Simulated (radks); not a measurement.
Tc V, 39 electrons, occupied as [Kr] 4d2.75 5s0.25 (fractional occupations, a model configuration).

Method: Dirac Kohn-Sham, PBEsol, spin-unpolarised, spherical densities, point nucleus; open shells are shared between the two j in proportion to 2j + 1; computed with a radial shooting solver on a logarithmic mesh with Libxc functionals.

Energy parts (hartree):
part                        energy
total                  -4280.47110
kinetic                 4446.35065
electron-nucleus      -10277.29179
Hartree                 1675.17490
exchange-correlation    -124.70486

Orbitals (lengths in bohr, moments of r in powers of bohr; r(max) is where P^2 peaks):
| orbital | occ. | eigenvalue (hartree) | r(max) | <r^4> | <1/r> |
|---|---|---|---|---|---|
| 1s1/2 | 2 | -767.8603 | 0.02229 | 6.529e-06 | 44.69 |
| 2s1/2 | 2 | -111.0923 | 0.1263 | 0.001197 | 10.20 |
| 2p1/2 | 2 | -102.5983 | 0.09816 | 0.0007918 | 10.18 |
| 2p3/2 | 4 | -98.25684 | 0.1021 | 0.0008914 | 9.665 |
| 3s1/2 | 2 | -20.82171 | 0.3726 | 0.06044 | 3.506 |
| 3p1/2 | 2 | -17.55878 | 0.3595 | 0.06191 | 3.408 |
| 3p3/2 | 4 | -16.83186 | 0.3689 | 0.06827 | 3.285 |
| 3d3/2 | 4 | -11.05690 | 0.3095 | 0.06866 | 3.103 |
| 3d5/2 | 6 | -10.91700 | 0.3123 | 0.07086 | 3.071 |
| 4s1/2 | 2 | -4.42014 | 0.9440 | 2.233 | 1.318 |
| 4p1/2 | 2 | -3.44595 | 0.9968 | 3.139 | 1.208 |
| 4p3/2 | 4 | -3.33067 | 1.020 | 3.438 | 1.173 |
| 4d3/2 | 1.1 | -1.84853 | 1.196 | 9.276 | 0.9232 |
| 4d5/2 | 1.65 | -1.83398 | 1.205 | 9.527 | 0.9158 |
| 5s1/2 | 0.25 | -1.41020 | 2.252 | 61.08 | 0.5438 |

The highest occupied level is 5s1/2 at -38.374 eV. Summed over all electrons, <r^2> = 23.17 bohr^2, which gives a Langevin (diamagnetic) susceptibility term of -18.4 x 10^-6 cm^3/mol.
